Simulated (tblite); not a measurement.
Compound: C9H13F.
SMILES with atom numbers: `[CH:1]#[C:2]/[C:3]([F:4])=[CH:5]/[C@H:6]([CH3:7])[CH:8]([CH3:9])[CH3:10]` (hydrogens: H11 on C1; H12 on C5; H13 on C6; H14, H15, H16 on C7; H17 on C8; H18, H19, H20 on C9; H21, H22, H23 on C10)

Geometry (GFN2-xTB, Å), atoms numbered from 1 in this order:
```xyz
23
C9H13F angstrom
C      4.353    0.451    0.454
C      3.258   -0.021    0.319
C      1.980   -0.614    0.197
F      1.869   -1.826    0.802
C      0.946   -0.072   -0.443
C     -0.406   -0.700   -0.560
C     -0.851   -0.698   -2.025
C     -1.437   -0.005    0.361
C     -1.607    1.483    0.065
C     -1.054   -0.205    1.827
H      5.304    0.883    0.555
H      1.098    0.887   -0.915
H     -0.336   -1.741   -0.226
H     -0.177   -1.308   -2.621
H     -0.849    0.309   -2.435
H     -1.855   -1.108   -2.113
H     -2.399   -0.502    0.186
H     -0.686    2.025    0.265
H     -1.897    1.652   -0.968
H     -2.386    1.896    0.703
H     -0.124    0.312    2.053
H     -1.830    0.189    2.478
H     -0.921   -1.261    2.051
```

All values are computed: GFN2-xTB (tblite) harmonic vibrations without scaling, gas phase. Against measured fundamentals such values can be off by several per cent, at times by over 20. One conformer, not necessarily the lowest.

Harmonic wavenumbers (cm⁻¹): 30.3, 50.8, 71.2, 110.6, 184.8, 201.0, 219.2, 228.5, 236.4, 272.1, 287.0, 347.4, 415.0, 450.7, 479.2, 510.4, 535.1, 570.2, 660.7, 682.4, 815.0, 842.2, 844.6, 945.1, 950.9, 976.3, 984.1, 1046.2, 1072.5, 1091.4, 1138.7, 1173.4, 1182.1, 1209.5, 1241.6, 1290.8, 1304.9, 1336.9, 1358.5, 1407.5, 1412.8, 1423.5, 1494.2, 1498.0, 1502.8, 1504.6, 1510.5, 1517.2, 1683.7, 2252.4, 2920.1, 2940.0, 3027.3, 3029.2, 3029.7, 3033.4, 3033.8, 3039.4, 3039.9, 3041.9, 3048.7, 3094.4, 3395.7.

A = 1982, B = 745.6, C = 715.5 MHz; mass 140.100 u (most abundant isotopes); point group C1, symmetry number 1.

**Question.** Zero-point energy?

**Answer.** ½Σν̃ = 42114 cm⁻¹ = 503.80 kJ/mol.

**Question.** Give the ideal-gas entropy at 500 K and 1 bar in the rigid-rotor, harmonic-oscillator model (classical rotation).

**Answer.** Translation 181.24, rotation 132.38, vibration 266.68: S = 580.3 J/(mol K).

**Question.** And Cp and H(500 K) − H(0)?

**Answer.** Cp = 282.08 J/(mol K), of which vibrations give 248.82 (their classical limit is 63 R = 523.8); H(500 K) − H(0) = 83.03 kJ/mol without the zero-point energy, 66.41 from vibrations.

**Question.** Blend soft modes into free rotors: weight 1/[1 + (100 cm⁻¹/ν̃)⁴] for the oscillator and the rest for a rotor with moment μB/(μ + B), μ = h/(8π²ν), B = 10⁻⁴⁴ kg m². What vibrational entropy results?

**Answer.** 243.41 J/(mol K) in place of 266.68, which changes −T·S at 500 K by +11.64 kJ/mol.

**Question.** Which modes carry the vibrational entropy at 500 K?

**Answer.** 30.3 cm⁻¹: 28.60; 50.8 cm⁻¹: 24.31; 71.2 cm⁻¹: 21.51; 110.6 cm⁻¹: 17.87; 184.8 cm⁻¹: 13.66; 201.0 cm⁻¹: 12.98 J/(mol K); the other 57 give 147.75 together.

**Question.** How do the functions run with temperature in this model?

**Answer.** 
```tsv
T (K)	S (J/(mol K))	Cp (J/(mol K))	H − H(0) (kJ/mol)	G − H(0) (kJ/mol)	ln q(vib)
150	353.8	120.3	11.53	-41.54	4.40
250	426.8	169.3	26.03	-80.67	7.86
298.15	458.6	192.7	34.74	-101.99	9.49
400	522.0	240.6	56.84	-151.97	12.87
600	634.9	317.1	113.04	-267.91	19.25
900	779.1	393.2	220.49	-480.70	28.17
```

q(vib) and H(0) count from the zero-point level.

**Question.** What must be added to the electronic energy to get the Gibbs energy at 500 K and 1 bar?

**Answer.** ZPE + [H(500 K) − H(0)] − T·S = 503.80 + 83.03 − 290.15 = 296.68 kJ/mol.

Hindered rotation and anharmonicity are outside this model. Other conformers, if any are populated, would add a mixing term that is left out. The structure is chiral; the term R ln 2 for an equal mix with its mirror image is left out.
